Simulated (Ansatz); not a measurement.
A single point on C3H6BI, SMILES `C=CBCI`.

```yaml
crystal:
  periodic: [false, false, false]
  atoms:
    - {symbol: C, position_ang: [-1.728181, -0.666518, 1.004317]}
    - {symbol: C, position_ang: [-0.699184, -0.665480, 0.152937]}
    - {symbol: B, position_ang: [0.366715, 0.449104, 0.181851]}
    - {symbol: C, position_ang: [1.665625, 0.369914, -0.673348]}
    - {symbol: I, position_ang: [0.701717, 1.503858, -2.251881]}
    - {symbol: H, position_ang: [-1.867725, 0.149097, 1.708039]}
    - {symbol: H, position_ang: [-2.461344, -1.467456, 1.040180]}
    - {symbol: H, position_ang: [-0.607946, -1.507141, -0.534024]}
    - {symbol: H, position_ang: [0.217519, 1.395205, 0.902035]}
    - {symbol: H, position_ang: [2.529915, 0.960042, -0.384140]}
    - {symbol: H, position_ang: [1.948389, -0.577724, -1.125364]}
basis:
  gaussian: {orbitals: def2-TZVPP}
hamiltonian: {xc: pbe}
correlation: {method: rpa}
```

```sh
$ ansatz run in.yaml --threads 4 --pin off --events-out ev --progress --plain --max-ram 10444MiB
```

It prints (some lines left out):

```
Functional definition: PBE
1695 factors; integrals over basis functions are off by at most 1.1e-3 eV
mean field evaluation 1: about -11938.0386 eV, gradient 1.2e2 eV
mean field evaluation 2: about -11938.0309 eV, gradient 1.2e2 eV
mean field evaluation 4: about -11970.8255 eV, gradient 6.2e1 eV
mean field evaluation 8: about -11980.9756 eV, gradient 4.2e0 eV
mean field evaluation 16: about -11981.0253 eV, gradient 1.5e-3 eV
mean field -11981.02528188 eV, -440.2945580783 hartree, gradient 7.7e-6 eV, S^2 0.000000; 2 other end points of the search recorded, 0 dependent functions left out
8 core orbitals not correlated: weight in the atoms' cores, before any rotation towards them, 1.000 or more for the frozen orbitals, at most 0.000 for the correlated occupied ones
reference -11930.13806831 eV, -438.4244874725 hartree; 19, 19 occupied and 231, 231 virtual orbitals, 1695 factors
Total energy: -11974.51473295 eV, -440.0552998183 hartree
```

Hardware: 4 threads of an Intel Xeon Platinum 8488C on a shared host. Wall time 7 s, peak host memory 0.76 GiB.
